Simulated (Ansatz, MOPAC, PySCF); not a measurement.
Ligands exchanged one at a time, B Br-I. All species are isolated molecules in the gas phase. Strings in code marks are SMILES.

Quantity: redistribution energy (mixed species minus the weighted end members), in eV. Semi-empirical values (MOPAC) are differences of heats of formation.

Level 1: PBE-D3(BJ)/def2-TZVP // B3LYP-D3(BJ)/def2-TZVP (PySCF)
Level 2: HF/def2-TZVPP // B3LYP-D3(BJ)/def2-TZVP (Ansatz, a first-principles code)
Level 3: AM1 // B3LYP-D3(BJ)/def2-TZVP (MOPAC)
Level 4: PM6 // B3LYP-D3(BJ)/def2-TZVP (MOPAC)

```csv
species,level 2,level 3,level 4
2 of 3 Br replaced by I: `BrB(I)I`,0.006,-0.011,0.095
1 of 3 Br replaced by I: `BrB(Br)I`,0.006,-0.010,0.096
```

Problem. What does level 1 give for each?

Solution. 
- 2 of 3 Br replaced by I: `BrB(I)I`: 0.008
- 1 of 3 Br replaced by I: `BrB(Br)I`: 0.008
